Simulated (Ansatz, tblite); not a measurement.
Forces on Mg5S4 at its B3LYP-D4/def2-SVP geometry. Total charge 0; singlet.

The xTB rows come from tblite. The restricted singlet is unstable towards broken spin symmetry in Hartree–Fock (as tested in another run); at PBE-D4/def2-TZVP this wasn't settled. The structure comes from a short search, and lower isomers may exist.

GFN1-xTB (tblite), largest force 0.83 eV/Å:

```xyz
9
positions Å, forces eV/Å
Mg    2.116   -2.121   -0.779    0.578    0.168    0.418
Mg   -1.357   -1.137    0.415    0.090    0.056   -0.354
Mg   -0.347    0.660   -1.660   -0.129   -0.333    0.092
Mg   -0.752    1.707    1.109   -0.014   -0.113   -0.102
Mg    1.869    0.052    0.947   -0.156   -0.226   -0.264
S    -0.117   -0.304    2.347    0.067    0.235   -0.323
S     1.188    2.028   -0.344   -0.196   -0.261    0.239
S    -0.163   -1.784   -1.626   -0.660    0.494    0.106
S    -2.437    0.898   -0.409    0.419   -0.021    0.187
```

GFN2-xTB (tblite), largest force 0.57 eV/Å:

```
Mg 0.047 0.425 0.379
Mg 0.110 0.025 -0.185
Mg -0.017 -0.200 0.074
Mg 0.077 0.036 0.069
Mg 0.018 -0.395 -0.326
S -0.027 0.011 -0.264
S -0.148 -0.221 -0.001
S -0.107 0.312 0.221
S 0.047 0.008 0.032
```

PBE-D4/def2-TZVP (Ansatz), largest force 0.35 eV/Å:

```
Mg -0.156 0.043 -0.052
Mg 0.192 0.264 -0.094
Mg -0.010 -0.097 0.319
Mg 0.091 -0.279 -0.194
Mg -0.248 0.114 -0.022
S 0.011 0.014 -0.040
S -0.008 -0.043 0.020
S 0.046 0.017 0.050
S 0.083 -0.035 0.012
```
